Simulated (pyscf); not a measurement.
Structures and frequencies: ωB97X-D3(BJ)/def2-SVP in PySCF. Correlated levels are frozen-core, on RHF or UHF. ΔMP2 is the change of the MP2 total energy from the triple- to the quadruple-zeta basis.

Task: How much does it cost (ΔH, 298 K, CCSD(T)/def2-TZVPP + ΔMP2(QZVPP)) to split HN=N–InH₂ at its In–N bond into •N=NH + InH₂•?

Result: In–N to •N=NH + InH₂•: 24.8 kcal/mol. The radicals are drawn with the spin at the cut bond; how far it spreads was not checked. The CCSD(T) − MP2 part came from Ansatz, without density fitting, on the same reference. A UHF reference is spin-contaminated (<S²> up to 0.87), which harms MP2 most. The frozen core leaves the outer d or s,p core shells of the metals and heavy elements correlated in the MP2 and CC values, and def2-TZVPP describes them poorly, which can shift differences by a few kcal/mol. Elements past Kr carry the def2 core potentials, without spin-orbit coupling.
